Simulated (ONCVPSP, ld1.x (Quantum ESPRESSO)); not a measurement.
## Potentials for phosphorus (P) compared

Generated with ld1.x 7.5 (TM, RRKJ, ultrasoft, PAW), atompaw 4.2 or ONCVPSP 4.0.1. The cutoff is in Ry: for ld1.x and atompaw files where the sum of valence levels is converged to 10 mRy in a Bessel basis, for ONCV files where the hardest occupied wave has 1 mHa per electron of residual kinetic energy. The error is the largest all-electron minus pseudo excitation energy over each file’s own four to seven test configurations (ionisations up to +4, promotions, holes and added fractions of an electron), all of which were solved. The labels leave out finer settings (local radius, basis sizes, second energies), which also bear on the numbers. Spin-polarised tests are not counted. The rows are a selection from randomly drawn settings: files with unsolved tests, undetermined cutoffs or missed reference levels are left out.

A true bound ghost makes a file unfit for plane-wave use even where its test errors are small: the radial tests pick states by their node count and pass the ghost by.

```tsv
potential	cutoff (Ry)	largest error (meV)	bound ghosts
ultrasoft, Wu–Cohen, fully relativistic, rc 1.40/1.60/1.20 (spd), local smoothed, core correction no, reference 3s2 3p3	18	+89	s
ONCV, LDA (Perdew-Wang 92), scalar-relativistic, rc 1.65/1.40 (sp), local smoothed, core correction no, reference 3s2 3p2.5, qcut 4.1/5.1, projectors 2/2	33	+109	p
ONCV, LDA (Perdew-Wang 92), scalar-relativistic, rc 1.40/1.90 (sp), local smoothed, core correction yes, reference 3s2 3p2, qcut 4.4/4.1, projectors 3/2	21	+6.3	s
ONCV, LDA (Perdew-Wang 92), scalar-relativistic, rc 1.00/0.95/0.95 (spd), local smoothed, core correction yes, reference 2s2 2p6 3s2 3p2.75, qcut 14.3/11.8/15.1, projectors 2/2/2	186	+2.9	none
ONCV, PBE, scalar-relativistic, rc 1.50/1.45 (sp), local smoothed, core correction yes, reference 3s2 3p3, qcut 4.6/4.9, projectors 2/2	20	+44	none
```

Problem. Fill in the row for P: ONCV, PBE, scalar-relativistic, rc 0.90/0.85/0.90 (spd), local smoothed, core correction yes, reference 2s2 2p6 3s2 3p3, qcut 13.9/15.9/10.6, projectors 2/3/2.

Solution. cutoff 204 Ry, largest error -512 meV, bound ghosts: none.

Problem. Fill in the row for P: ONCV, LDA (Perdew-Zunger), scalar-relativistic, rc 1.60/1.90/1.90 (spd), local smoothed, core correction no, reference 3s2 3p3, qcut 3.1/3.6/4.8, projectors 2/2/2.

Solution. cutoff 120 Ry, largest error +129 meV, bound ghosts: none.
